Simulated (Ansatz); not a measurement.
```xyz
12

O    -0.821    2.233    0.565
C    -0.983    0.915    0.392
C    -0.055    0.010    0.015
Al    1.752    0.556   -0.345
Si   -0.610   -1.748   -0.132
H     0.100    2.475    0.375
H    -2.020    0.656    0.608
H     2.889   -0.447   -0.790
H     2.057    2.118   -0.166
H    -2.057   -1.859    0.215
H     0.163   -2.641    0.776
H    -0.415   -2.269   -1.514
```

Total charge 0; spin multiplicity 1.

Question: List the r2SCAN/def2-TZVPP orbital energies in eV (Ansatz 0.2.0). (An estimate is asked.)

Answer: The calculation gave: Occupied: -1790.73, -1517.10, -517.16, -275.47, -272.50, -141.19, -110.63, -96.06, -96.05, -96.03, -71.00, -70.75, -70.72, -28.61, -19.70, -16.40, -13.71, -12.67, -11.27, -10.55, -10.39, -8.94, -8.69, -8.47, -7.90, -7.12, -6.39. Lowest empty: -2.40, -0.38, 0.19, 0.29, 0.62, 1.17, 1.41, 1.70.
